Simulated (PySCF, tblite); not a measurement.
Isomers of C6H13NSSi. Computed with GFN2-xTB (tblite): harmonic, unscaled wavenumbers at the GFN2-xTB geometry, gas phase. This tight-binding method is rough: wavenumbers can miss measured ones by several per cent, in bad cases by 10 to 20. Modes of hydrogen on silicon and sulfur can be 10 to 20 % off. One conformer each.

Electronic energies: PBE0/pcSseg-1 single points on the GFN2-xTB geometries (PySCF, gas phase).

| SMILES | electronic energy, lowest = 0 (kJ/mol) |
| --- | --- |
| C=C(C)C1(N[SiH2]S)CC1 | 0.0 |
| [H]/N=C(\CCS[SiH3])C1CC1 | 36.6 |
| C=N[SiH2]C/C(C)=C\SC | 53.5 |
| [H]/N=C(\CCS[SiH3])C(=C)C | 20.9 |

Task: How do GFN2-xTB zero-point energies change the relative energies?

Result: 
```
                   SMILES  ZPE (kJ/mol)  of it from modes above 1550 cm⁻¹  electronic (kJ/mol)  with ZPE, lowest = 0 (kJ/mol)  lowest mode (cm⁻¹)  rings
    C=C(C)C1(N[SiH2]S)CC1         450.2                             238.2                  0.0                            0.0                  17      1
[H]/N=C(\CCS[SiH3])C(=C)C         451.3                             245.1                 20.9                           22.0                  16      0
 [H]/N=C(\CCS[SiH3])C1CC1         455.7                             235.6                 36.6                           42.0                  28      1
     C=N[SiH2]C/C(C)=C\SC         447.7                             245.0                 53.5                           51.0                  23      0
```

The zero-point energies span 8.0 kJ/mol, from `C=N[SiH2]C/C(C)=C\SC` to `[H]/N=C(\CCS[SiH3])C1CC1`. The order is unchanged.

Task: And how do the electronic energies of GFN2-xTB itself compare?

Result: `C=C(C)C1(N[SiH2]S)CC1` 0.0; `[H]/N=C(\CCS[SiH3])C(=C)C` 83.4; `[H]/N=C(\CCS[SiH3])C1CC1` 66.9; `C=N[SiH2]C/C(C)=C\SC` 137.2 kJ/mol, lowest = 0. Against the energies above, taken from the same isomer `C=C(C)C1(N[SiH2]S)CC1`, the largest difference is 83.7 kJ/mol.
